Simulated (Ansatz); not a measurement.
`CBCO` + H₂ → `BC` + CH₃OH at 600 K and 1 bar (hydrogenolysis of a B–C bond).

Program: Ansatz. Geometries: PBE0-D4/def2-TZVP. ΔE: electronic, gas phase. CCSD(T)/CBS is the MP2 limit (def2-TZVPP, def2-QZVPP) plus CCSD(T) − MP2 in def2-TZVPP, frozen cores. This one scheme is used for every species. Each species was taken in one conformer, which may not be the lowest.

| species | CCSD(T)/CBS energy (Eh) | H − E (kJ/mol) | S (J/(mol·K)) |
| --- | --- | --- | --- |
| `CBCO` | -180.26920 | 291.4 | 406.3 |
| H₂ | -1.17544 | 43.9 | 150.8 |
| `BC` | -65.83255 | 180.5 | 296.9 |
| CH₃OH | -115.61712 | 163.6 | 277.3 |

H − E and S are ideal-gas, rigid-rotor, harmonic terms from PBE0-D4/def2-TZVP, for one conformer and one mirror image of each species. The MP2-based limit puts H₂ 0.8 mEh under its directly extrapolated value; such offsets cancel only in part. 1 Eh = 2625.50 kJ/mol, R = 8.31446 J/(mol·K).

Question: By hand: ΔE, ΔH, ΔS and ΔG.

Answer: ΔE = (-65.83255) + (-115.61712) − (-180.26920) − (-1.17544) = -0.00503 Eh = -13.2 kJ/mol. Δ(H − E) = 180.5 + 163.6 − 291.4 − 43.9 = 8.8, so ΔH = -4.4 kJ/mol. ΔS = 296.9 + 277.3 − 406.3 − 150.8 = 17.1 J/(mol·K). ΔG = -4.4 − 600 × (17.1)/1000 = -14.7 kJ/mol.

Question: By hand: the equilibrium constant, and the temperature at which ΔG would vanish if ΔH and ΔS stayed fixed.

Answer: log₁₀ K = −ΔG/(RT ln 10) = 1.3. ΔH and −TΔS have one sign here, so there is no such temperature. One of them is within its doubt of zero, so this could turn.

TΔS isn't small against ΔH here. A doubt of 5 kJ/mol in ΔE shifts log₁₀ K by 0.4 here. Other conformers and mirror images would add mixing entropy, several J/(mol·K) or more a flexible species. These are equilibria of isolated gas molecules and say nothing of rates. Largest T1 diagnostic: 0.010 (customary marks: 0.02 for closed shells, 0.045 for open ones).
